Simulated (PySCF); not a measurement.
**Basis-set dependence of excited states**

C₂H₇BNP.
InChI=1S/C2H7BNP/c1-3(5)2-4/h3H,1,5H3/t3-/m1/s1

TDDFT with PBE0 (PySCF), vertical singlets, core orbitals frozen in the response, spherical d and f functions. Isolated species at its PBE0-D3(BJ)/def2-SVP geometry, gas phase.

| basis | functions | diffuse | S1 (eV) | S2 (eV) | S3 (eV) | S4 (eV) | S5 (eV) | LUMO (eV) | α (au) |
| --- | --- | --- | --- | --- | --- | --- | --- | --- | --- |
| 6-31G* | 88 | no | 6.52 | 6.98 | 7.17 | 7.29 | 7.48 | -0.07 | 60.1 |
| 6-31+G* | 108 | yes | 6.44 | 6.75 | 6.80 | 7.00 | 7.12 | -0.74 | 67.4 |
| def2-SVP | 109 | no | 6.59 | 7.03 | 7.26 | 7.43 | 7.49 | -0.14 | 61.3 |
| def2-SVPD | 160 | yes | 6.52 | 6.90 | 7.00 | 7.14 | 7.20 | -0.41 | 71.6 |
| aug-cc-pVDZ | 182 | yes | 6.43 | 6.68 | 6.76 | 6.94 | 7.02 | -0.81 | 73.2 |
| def2-TZVP | 203 | no | 6.46 | 6.83 | 6.99 | 7.14 | 7.25 | -0.45 | 69.1 |
| def2-TZVPD | 254 | yes | 6.41 | 6.75 | 6.81 | 6.96 | 6.98 | -0.61 | 73.1 |

Question: Compare the sets with the largest diffuse one.

Answer: States are compared by their number. Against the largest diffuse basis here (def2-TZVPD, itself not a converged limit), sets without diffuse functions differ by up to 0.19 eV in S1 and 0.51 eV in S5; the smaller diffuse sets differ by up to 0.11 and 0.22 eV. State by state, the largest deviation of a set without diffuse functions is S1 0.19, S2 0.28, S3 0.45, S4 0.47, S5 0.51 eV. The same number needn't mean the same state in each row. Against def2-TZVPD the polarisability deviates by -18% in 6-31G*, -8% in 6-31+G*, -16% in def2-SVP, -2% in def2-SVPD, 0% in aug-cc-pVDZ, -5% in def2-TZVP. A single + in a Pople set puts diffuse functions on heavy atoms only.
